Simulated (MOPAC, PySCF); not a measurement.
C₂H₇In, SMILES `[CH3][InH][CH3]`, neutral singlet in the gas phase. 

Cartesian coordinates (Å):
SMILES: [InH]([CH3])[CH3]
```xyz
10

C      1.8630    -0.3939     0.0772
In     0.0455     0.7648    -0.2458
C     -1.9096    -0.1315     0.1044
H      2.4422    -0.4500    -0.8453
H      2.4898     0.0937     0.8250
H      1.6435    -1.4057     0.4133
H      0.1695     2.4214    -0.8042
H     -2.1980    -0.7238    -0.7662
H     -1.8828    -0.8010     0.9636
H     -2.6758     0.6247     0.2658
```
Charge 0, spin multiplicity 1.

All levels are single points at this geometry (M06-2X/def2-TZVP); Pople sets use spherical d functions. Orbital energies aren't observables, and empty levels follow the basis.

PM6 in MOPAC gives dipole (D) = 0.65.

Problem. Estimate the dipole (D) from each of these levels: M06-2X/def2-TZVP in PySCF; B3LYP/LANL2DZ in PySCF; BP86/6-31G* (LANL2DZ on In) in PySCF; PBE/6-31G* (LANL2DZ on In) in PySCF; SVWN5/6-31G* (LANL2DZ on In) in PySCF; HF/6-31G* (LANL2DZ on In) in PySCF; AM1 in MOPAC; PM3 in MOPAC.

Solution. 
```tsv
level	dipole (D)
M06-2X/def2-TZVP in PySCF	0.50
B3LYP/LANL2DZ in PySCF	0.50
BP86/6-31G* (LANL2DZ on In) in PySCF	0.67
PBE/6-31G* (LANL2DZ on In) in PySCF	0.67
SVWN5/6-31G* (LANL2DZ on In) in PySCF	0.68
HF/6-31G* (LANL2DZ on In) in PySCF	0.49
AM1 in MOPAC	0.14
PM3 in MOPAC	0.89
```
